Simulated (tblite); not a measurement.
C7H15NSi.
Atom-mapped SMILES: `[CH2:1]=[C:2]([CH3:3])[Si@H:4](/[CH:5]=[CH:6]\[CH3:7])[NH:8][CH3:9]` (hydrogens: H10, H11 on C1; H12, H13, H14 on C3; H15 on Si4; H16 on C5; H17 on C6; H18, H19, H20 on C7; H21 on N8; H22, H23, H24 on C9)

Computed geometry: GFN2-xTB, gas phase.

Task: What internal coordinates does the optimisation give?

Result: 
| bond | length (Å) | order |
| --- | --- | --- |
| C1=C2 | 1.324 | double |
| C2–C3 | 1.498 | single |
| C2–Si4 | 1.893 | single |
| Si4–C5 | 1.888 | single |
| C5=C6 | 1.328 | double |
| C6–C7 | 1.491 | single |
| Si4–N8 | 1.730 | single |
| N8–C9 | 1.445 | single |
| C1–H10 | 1.081 | single |
| C1–H11 | 1.077 | single |
| C3–H12, C3–H13, C3–H14 | 1.089 | single |
| Si4–H15 | 1.479 | single |
| C5–H16 | 1.085 | single |
| C6–H17 | 1.087 | single |
| C7–H18, C7–H19, C7–H20 | 1.088 | single |
| N8–H21 | 1.010 | single |
| C9–H22, C9–H23, C9–H24 | 1.092 | single |

Bonds in one row agree within 0.01 Å and their mean is given. Orders are formal, as drawn. A selection of angles:
| angle | degrees |
| --- | --- |
| C2–C1–H10 | 122.4 |
| C2–C1–H11 | 121.8 |
| H10–C1–H11 | 115.8 |
| C1–C2–C3 | 121.0 |
| C1–C2–Si4 | 121.7 |
| C3–C2–Si4 | 117.2 |
| C2–C3–H12 | 110.2 |
| C2–C3–H14 | 111.5 |
| H12–C3–H13 | 107.5 |
| H12–C3–H14 | 108.9 |
| C2–Si4–C5 | 111.7 |
| C2–Si4–N8 | 105.5 |
| C2–Si4–H15 | 108.8 |
| C5–Si4–N8 | 110.4 |
| C5–Si4–H15 | 106.1 |
| N8–Si4–H15 | 114.4 |
| Si4–C5–C6 | 129.5 |
| Si4–C5–H16 | 113.9 |
| C6–C5–H16 | 116.6 |
| C5–C6–C7 | 126.3 |
| C5–C6–H17 | 119.6 |
| C7–C6–H17 | 114.1 |
| C6–C7–H18 | 109.9 |
| C6–C7–H19 | 111.1 |
| H18–C7–H19 | 109.3 |
| H18–C7–H20 | 107.3 |
| Si4–N8–C9 | 122.4 |
| Si4–N8–H21 | 116.7 |
| C9–N8–H21 | 111.3 |
| N8–C9–H22 | 112.7 |
| N8–C9–H23 | 110.1 |
| H22–C9–H23 | 108.4 |
| H23–C9–H24 | 108.8 |

Torsions: C1–C2–Si4–C5 -121° (anticlinal); C2–Si4–C5–C6 -81° (synclinal); Si4–C5–C6–C7 -1° (synperiplanar); C2–Si4–N8–C9 175° (antiperiplanar).

Of the pairs four or more bonds apart, Si4···H19 is among the closest relative to their van der Waals radii: 2.90 Å, 88 % of the sum of Bondi's values. N8 (silicon-bound nitrogen) has angles 122.4°, 116.7° and 111.3°, sum 350.4°, 0.24 Å off the plane of its three neighbours. The C–C distances run from 1.324 Å (C1=C2, drawn double) to 1.498 Å (C2–C3, drawn single), a spread of 0.174 Å. Si4 (SiH silicon) is distorted tetrahedral (angles from 105.5° to 114.4°).

Point group: C1 (no symmetry element, even within 0.4 Å). Its GFN2-xTB frequencies are all real (lowest 27 cm⁻¹). The numbers are those of one conformer. 3 starts were optimised and ended at 0.00, 0.51 and 1.37 kcal/mol (GFN2-xTB); the lowest of these is shown.

Time: 2.8 s. Hardware: one thread of an Arm Neoverse N1, shared host with 64 logical CPUs at a one-minute load of 45. This is the geometry optimisation.
